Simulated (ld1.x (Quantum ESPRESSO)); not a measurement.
An all-electron radial function and its pseudo partner (Mn)

Columns: radius, all-electron u(r) and pseudo u(r) of the 3d shell (level -7.01 eV) of manganese in the configuration [Ar] 3d5 4s2 4p0; LDA (PZ), scalar-relativistic, PAW scheme, ld1.x (Quantum ESPRESSO) 7.5.

| r (bohr) | all-electron | pseudo |
| --- | --- | --- |
| 0.182 | 0.2059 | 0.0151 |
| 0.365 | 0.5859 | 0.1070 |
| 0.548 | 0.8157 | 0.2929 |
| 0.730 | 0.8860 | 0.5143 |
| 0.912 | 0.8630 | 0.6844 |
| 1.095 | 0.7974 | 0.7475 |
| 1.277 | 0.7177 | 0.7133 |
| 1.460 | 0.6365 | 0.6366 |
| 1.642 | 0.5606 | 0.5606 |
| 1.825 | 0.4915 | 0.4915 |
| 2.007 | 0.4304 | 0.4304 |
| 2.190 | 0.3763 | 0.3763 |
| 2.372 | 0.3291 | 0.3291 |
| 2.555 | 0.2877 | 0.2877 |
| 2.738 | 0.2515 | 0.2515 |
| 2.920 | 0.2200 | 0.2200 |
| 3.102 | 0.1925 | 0.1925 |
| 3.285 | 0.1684 | 0.1684 |
| 3.468 | 0.1473 | 0.1473 |
| 3.650 | 0.1289 | 0.1289 |
| 3.832 | 0.1128 | 0.1128 |
| 4.015 | 0.0987 | 0.0987 |
| 4.198 | 0.0863 | 0.0863 |
| 4.380 | 0.0756 | 0.0756 |
| 4.562 | 0.0661 | 0.0661 |
| 4.745 | 0.0578 | 0.0578 |

(1) How many radial nodes do the two functions have?

(2) At about which radius was the pseudo-wave matched?

(3) Where does each function peak?

(4) Is the pseudo-wave norm-conserving?

Answers

(1) The all-electron 3d function has n − l − 1 = 0; the pseudo-wave has 0.

(2) 1.55 bohr, where the columns begin to agree (steps of 0.18 bohr).

(3) Outermost all-electron maximum near 0.73 bohr, pseudo maximum near 1.09 bohr (to the table’s step).

(4) No, it belongs to a PAW set: the norm inside the radius is not constrained, and the difference is carried by the augmentation charge.
